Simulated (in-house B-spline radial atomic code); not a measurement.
A fraction x of an electron is moved 4p → 5f in Cs5+, starting from [Kr] 4d10 5s2 5p2 and keeping the highest spin. Method: scalar-relativistic (X2C) PBE0, spin-polarised, spherical fractional occupations, Fermi nucleus of rms radius 4.8041 fm. Calculated with an all-electron radial atomic-structure program (B-spline basis).

Caution: exact exchange at fractional occupations of open shells leaves self-interaction of up to several eV.

```csv
x,E(x) - E(0) (eV),4p down level (eV),5f up level (eV)
0,0.0000,-225.335,-
0.125,25.4910,-226.861,-22.443
0.25,?,?,?
0.375,76.8684,-229.881,-23.281
0.5,102.7608,-231.373,-23.697
0.625,128.7868,-232.852,-24.113
0.75,154.9449,-234.317,-24.526
0.875,?,?,?
1,207.6535,-237.206,-25.335
```

Problem. What belongs in the row x = 0.25?

Solution. An energy change of 51.1113 eV; 4p down at -228.377 eV, 5f up at -22.866 eV.

Problem. What belongs in the row x = 0.875?

Solution. An energy change of 181.2342 eV; 4p down at -235.769 eV, 5f up at -24.933 eV.

Problem. Check Janak's theorem between x = 0.375 and 0.5.

Solution. The slope of the energy is 207.14 eV; the orbital levels give 207.14 eV (ε of the receiving orbital less ε of the emptying one, averaged over the two points).
